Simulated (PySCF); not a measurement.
## MoO2, triplet: molecular constants

Method: UBP86 in PySCF with Mo def2-TZVP with ECP28, O def2-TZVP; scalar-relativistic core potentials, no spin–orbit coupling; density-fitted integrals.

The structure is a minimum.

Z-matrix (Å, degrees; charge 0 multiplicity 3):
```
Mo
O  1 1.7054
O  1 1.7054 2 113.13
```

```
Point group                                                                   : C2v
Bond lengths                                                                  : Mo–O 1.705 Å (×2)
Bond angles                                                                   : O–Mo–O 113.1°
Dipole moment                                                                 : 4.01 D
Zero-point energy                                                             : 13.3 kJ/mol
Principal quadrupole moments (Buckingham, traceless) about the centre of mass : -6.29, 2.13, 4.16 D Å
Atomisation energy without zero-point energy                                  : 1293 kJ/mol
Rotational constants                                                          : 0.7919, 0.2602, 0.1958 cm⁻¹
Enthalpy at 298.15 K above 0 K                                                : 11.20 kJ/mol
Highest occupied level (α)                                                    : -5.34 eV
Entropy at 298.15 K and 1 bar (electronic part: spin only)                    : 276.5 J/(mol K)
Heat capacity Cp at 298.15 K                                                  : 43.7 J/(mol K)
Rotational symmetry number                                                    : 2
Spin squared ⟨S²⟩                                                             : 2.011
Lowest empty level (α)                                                        : -4.48 eV
Principal polarisabilities                                                    : 49.0, 49.9, 52.0 bohr³
```

Harmonic modes (masses in u: Mo 97.905, O 15.995):
| symmetry | ω (cm⁻¹) | IR (km/mol) | type |
| --- | --- | --- | --- |
| a1 | 316 | 0.0 | bend |
| b2 | 933 | 198 | stretch |
| a1 | 980 | 66.2 | stretch |

In C2v the vibrations span 2a1 + b2. Here b1 is antisymmetric to the molecular plane and b2 lies in it.

Charges (e):
```tsv
atom	Mulliken	Löwdin	polar tensor	spin (Mulliken)	Mayer order to Mo1
Mo1	1.03	0.53	1.29	2.00	–
O2,3	-0.52	-0.26	-0.64	0.00	2.05
```

Mulliken populations on Mo1 (electrons outside its core potential): s 2.47, p 6.23, d 4.22, f 0.05.

Formally Mo is in oxidation state +4, d2, with 2 unpaired electrons (the high-spin count). The Mulliken spin on Mo is 2.00. The polar-tensor charge on Mo, 1.29, is far below the formal one.

Other isomers or separated fragments may lie lower. Open d and f shells are described by one determinant, and the ground state may have another occupation or spin.

The final relaxation and frequency run took roughly 60 core-seconds on a shared host.
